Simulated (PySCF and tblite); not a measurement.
The numbers below are computed, except where a source is named.
System: C₅H₁₁NO, numbered as in [CH3:1][CH:2]([CH3:3])[N:4]([CH3:5])[CH:6]=[O:7].

For the rotation about the C2–N4 bond (torsion C1–C2–N4–C5 from 65° to -118°, falling): electronic barrier 6.28 kcal/mol, zero-point change 0.25 kcal/mol, thermal and entropy terms at 400 K a further 1.66 kcal/mol (symmetry numbers apart). The minimum is C1, the saddle C1. Geometries: GFN2-xTB; energies: BP86/pcSseg-1 + D3(BJ); zero-point and thermal terms from GFN2-xTB harmonic modes (soft modes blended into free rotors). Rates follow Eyring's equation with the number of equivalent paths and no tunnelling. Programs: tblite and PySCF.

**Question.** How many equivalent paths lead out of the minimum?

**Answer.** 1: the symmetry number of the minimum is 1, that of the saddle displaced along its mode 1.

**Question.** Work out the rate at 400 K.

**Answer.** ΔG‡ = 8.19 kcal/mol; k_B T/h = 8.3×10¹² s⁻¹; exp(−ΔG‡/RT) = 3.4×10⁻⁵; times 1 gives k = 2.8×10⁸ s⁻¹. Wigner's tunnelling factor for the 56i cm⁻¹ mode would be 1.00.
